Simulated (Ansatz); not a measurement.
Results of the Gaussian-basis code of Ansatz.

`N[Si](F)(F)[Te][InH2]` at its PBE0-D4/def2-TZVP geometry, where that method's forces vanish. Charge 0, multiplicity 1. Te, In takes the def2 core potential.

```tsv
atom	x (Å)	y (Å)	z (Å)
N1	0.545	-0.374	-0.639
Si2	-0.386	-1.230	0.610
F3	-1.292	-2.264	-0.185
F4	0.678	-2.113	1.392
Te5	-1.553	0.426	1.910
In6	-0.106	1.853	-0.063
H7	1.549	-0.501	-0.558
H8	0.272	-0.612	-1.587
H9	1.363	2.512	0.529
H10	-1.070	2.303	-1.408
```

For each bond, give half the difference of the two atoms' forces along it (eV/Å; positive pushes the atoms apart) under PBE-D4, r2SCAN-D4, B3LYP-D4, ωB97M-V in def2-TZVPP. (Estimate.)

The calculation gave: 
```tsv
bond	length (Å)	PBE-D4	r2SCAN-D4	B3LYP-D4	ωB97M-V
N1–Si2	1.778	0.02	-0.01	0.05	0.04
N1–In6	2.390	-0.01	0.02	0.15	-0.01
N1–H7	1.015	0.17	0.01	-0.05	-0.02
N1–H8	1.015	0.17	0.01	-0.05	-0.02
Si2–F3	1.589	0.51	0.06	0.12	0.12
Si2–F4	1.589	0.51	0.06	0.12	0.12
Si2–Te5	2.407	-0.09	0.01	0.12	-0.17
Te5–In6	2.833	0.15	0.06	0.21	-0.09
In6–H9	1.715	0.04	-0.03	-0.02	-0.04
In6–H10	1.715	0.04	-0.03	-0.02	-0.04
```

B3LYP here is the variant with VWN-RPA as its local correlation; programs differ in this.
